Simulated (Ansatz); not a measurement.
Bond stretch in OLi (cation, charge +1), lowest triplet found (which spin is the ground state isn't settled by this scan).

Methods: ROHF/aug-cc-pVDZ (Ansatz, a program for electronic structure); ROMP2 = MP2 on ROHF/aug-cc-pVDZ, frozen core run with Ansatz; ROCCSD = CCSD on ROHF/aug-cc-pVDZ, frozen core in Ansatz; ROCCSD(T) = Ansatz with CCSD(T) on ROHF/aug-cc-pVDZ, frozen core; UHF/aug-cc-pVDZ (Ansatz); UMP2 = MP2 on UHF/aug-cc-pVDZ, frozen core (Ansatz); UCCSD = CCSD on UHF/aug-cc-pVDZ, frozen core run with Ansatz; UCCSD(T) = Ansatz with CCSD(T) on UHF/aug-cc-pVDZ, frozen core; ROCCSDT = CCSDT on ROHF/aug-cc-pVDZ, frozen core (Ansatz); UCCSDT = CCSDT on UHF/aug-cc-pVDZ, frozen core (Ansatz); UCCSDT(Q) = Ansatz with CCSDT(Q) on UHF/aug-cc-pVDZ, frozen core; UKS-CAM-B3LYP = unrestricted CAM-B3LYP/aug-cc-pVDZ run with Ansatz; UKS-PBE = Ansatz with unrestricted PBE/aug-cc-pVDZ; FCI = full CI/aug-cc-pVDZ, frozen core (Ansatz).

All curves are set to zero at 2.08 Å and compared with full CI in the same basis at 2.08, 2.19, 2.29, 2.44, 2.61, 2.86, 3.10, 3.45, 3.79, 4.28, 4.81, 5.64, 6.64 Å.

**Question.** Order the methods by the spread of their error (largest minus smallest) over these points.

**Answer.** UCCSDT has the smallest spread and UKS-CAM-B3LYP the largest. In order (kJ/mol): UCCSDT 0.00, ROCCSDT 0.01, UCCSDT(Q) 0.01, UCCSD(T) 0.06, ROCCSD(T) 0.06, UCCSD 0.32, ROCCSD 0.34, UMP2 0.88, ROMP2 1.18, UKS-PBE 2.26, UHF 2.64, ROHF 3.65, UKS-CAM-B3LYP 4.24.

Errors against full CI at some of the points (kJ/mol):

```json
[
 {"method": "UCCSDT", "2.61 Å": "0.0", "3.10 Å": "0.0", "4.28 Å": "0.0", "4.81 Å": "0.0", "6.64 Å": "0.0"},
 {"method": "ROCCSDT", "2.61 Å": "0.0", "3.10 Å": "0.0", "4.28 Å": "0.0", "4.81 Å": "0.0", "6.64 Å": "0.0"},
 {"method": "UCCSDT(Q)", "2.61 Å": "0.0", "3.10 Å": "0.0", "4.28 Å": "0.0", "4.81 Å": "0.0", "6.64 Å": "0.0"},
 {"method": "UCCSD(T)", "2.61 Å": "0.1", "3.10 Å": "0.0", "4.28 Å": "0.0", "4.81 Å": "0.0", "6.64 Å": "0.0"},
 {"method": "ROCCSD(T)", "2.61 Å": "0.1", "3.10 Å": "0.0", "4.28 Å": "0.0", "4.81 Å": "0.0", "6.64 Å": "0.0"},
 {"method": "UCCSD", "2.61 Å": "0.2", "3.10 Å": "0.2", "4.28 Å": "0.0", "4.81 Å": "0.0", "6.64 Å": "-0.1"},
 {"method": "ROCCSD", "2.61 Å": "0.2", "3.10 Å": "0.2", "4.28 Å": "0.0", "4.81 Å": "-0.1", "6.64 Å": "-0.1"},
 {"method": "UMP2", "2.61 Å": "0.4", "3.10 Å": "0.1", "4.28 Å": "-0.4", "4.81 Å": "-0.4", "6.64 Å": "-0.5"},
 {"method": "ROMP2", "2.61 Å": "0.6", "3.10 Å": "0.4", "4.28 Å": "-0.3", "4.81 Å": "-0.4", "6.64 Å": "-0.5"},
 {"method": "UKS-PBE", "2.61 Å": "0.1", "3.10 Å": "0.4", "4.28 Å": "2.0", "4.81 Å": "2.2", "6.64 Å": "2.2"},
 {"method": "UHF", "2.61 Å": "1.9", "3.10 Å": "1.1", "4.28 Å": "-0.3", "4.81 Å": "-0.5", "6.64 Å": "-0.8"},
 {"method": "ROHF", "2.61 Å": "2.0", "3.10 Å": "1.0", "4.28 Å": "-1.0", "4.81 Å": "-1.3", "6.64 Å": "-1.6"},
 {"method": "UKS-CAM-B3LYP", "2.61 Å": "3.1", "3.10 Å": "3.8", "4.28 Å": "4.2", "4.81 Å": "4.2", "6.64 Å": "4.0"}
]
```
